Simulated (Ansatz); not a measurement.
C$_{3}$HN$_{3}$Sn (`N#[C][SnH]([C]#N)[C]#N`) from Hartree–Fock to CCSD(T)

```xyz
8

N    -2.387   -0.202   -1.938
C    -1.408   -0.083   -1.344
Sn    0.393    0.149   -0.321
C     0.790   -1.672    0.615
N     1.041   -2.678    1.116
C     0.047    1.539    1.195
N    -0.120    2.326    2.018
H     1.644    0.622   -1.340
```

Charge 0, multiplicity 1. Correlated methods include outer-core shells of Sn, which these sets cover unevenly. Sn: def2 effective core potential. The structure was optimised at the PBE0-D4/def2-TZVP level. Frozen core, restricted reference, Ansatz 0.2.0.

```tsv
basis	HF (Eh)	MP2 corr.
def2-SVP	-490.61423	-0.92814
def2-TZVPP	-490.95918	-1.31074
def2-QZVPP	-490.97114	-1.58703
```

Problem. Estimate the CCSD correlation energy and the (T) correction in each basis where they were run (hartree).

Solution. 
```json
{"basis": "def2-SVP", "CCSD corr.": "-0.94749", "(T)": "-0.04237"}
{"basis": "def2-TZVPP", "CCSD corr.": "-1.30575", "(T)": "-0.06632"}
```
